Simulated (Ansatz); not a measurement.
An input meant for Pd2H⁻ (charge -1, singlet; with a point charge).

```yaml
crystal:
  periodic: [false, false, false]
  atoms:
    - {symbol: Pd, position_ang: [-0.941247, -1.450075, 0.362459]}
    - {symbol: Pd, position_ang: [0.851279, 0.092997, -0.364510]}
    - {symbol: H, position_ang: [0.089968, 1.357079, 0.002061]}
basis:
  gaussian: {orbitals: cc-pVTZ-PP, point_charges: [{charge: 1.00, position_ang: [5.648, -0.949, -0.271]}]}
total_charge: -1
hamiltonian: {xc: {name: HF}}
correlation: {method: bccd_t, electrons: all, diis_vectors: 2}
scf: {omitted_lower_state_checks: [starts]}
```

```sh
$ ansatz run in.yaml --threads 4 --pin off --events-out ev --progress --plain --max-ram 3916MiB
```

Predict how Ansatz answers.

The input was rejected before any iteration. The basis set is misnamed or doesn't suit the job.
```
Functional definition: HF
Error: [file] the basis set cc-pVTZ-PP has no functions for H
```
